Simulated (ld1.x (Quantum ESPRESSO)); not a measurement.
# Reading a pseudo-wave (Pt (Z = 78))

Columns: radius, all-electron u(r) and pseudo u(r) of the 5p shell (level -76.84 eV) of platinum in the configuration [Kr] 4d10 4f14 5s2 5p6 5d8 6s0 6p0; PBE, scalar-relativistic, TM semilocal scheme, ld1.x (Quantum ESPRESSO) 7.5.

| r (bohr) | all-electron | pseudo |
| --- | --- | --- |
| 0.120 | -0.3779 | -0.0237 |
| 0.240 | 0.1961 | -0.0962 |
| 0.360 | 0.5959 | -0.2215 |
| 0.480 | 0.2198 | -0.4018 |
| 0.600 | -0.3525 | -0.6268 |
| 0.720 | -0.7956 | -0.8595 |
| 0.840 | -1.0404 | -1.0391 |
| 0.960 | -1.1199 | -1.1158 |
| 1.080 | -1.0890 | -1.0886 |
| 1.200 | -0.9958 | -0.9958 |
| 1.320 | -0.8747 | -0.8747 |
| 1.440 | -0.7474 | -0.7474 |
| 1.560 | -0.6260 | -0.6260 |
| 1.680 | -0.5166 | -0.5166 |
| 1.800 | -0.4217 | -0.4217 |
| 1.920 | -0.3411 | -0.3411 |
| 2.040 | -0.2740 | -0.2740 |
| 2.160 | -0.2188 | -0.2188 |
| 2.280 | -0.1739 | -0.1739 |
| 2.400 | -0.1377 | -0.1377 |
| 2.520 | -0.1086 | -0.1086 |
| 2.640 | -0.0854 | -0.0854 |
| 2.760 | -0.0670 | -0.0670 |
| 2.880 | -0.0525 | -0.0525 |
| 3.000 | -0.0410 | -0.0410 |
| 3.120 | -0.0320 | -0.0320 |

How many radial nodes do the two functions have?

The all-electron 5p function has n − l − 1 = 3 (the table is too coarse to show those close to the nucleus); the pseudo-wave has 0, since the states of the same l below it are removed with the core.

At about which radius was the pseudo-wave matched?

1.20 bohr, where the columns begin to agree (steps of 0.12 bohr).

Where does each function peak?

Outermost all-electron maximum near 0.96 bohr, pseudo maximum near 0.96 bohr (to the table’s step).

Is the pseudo-wave norm-conserving?

Yes: the TM semilocal scheme keeps the norm inside the radius equal to the all-electron one, which fixes the energy derivative of the logarithmic derivative at the level.
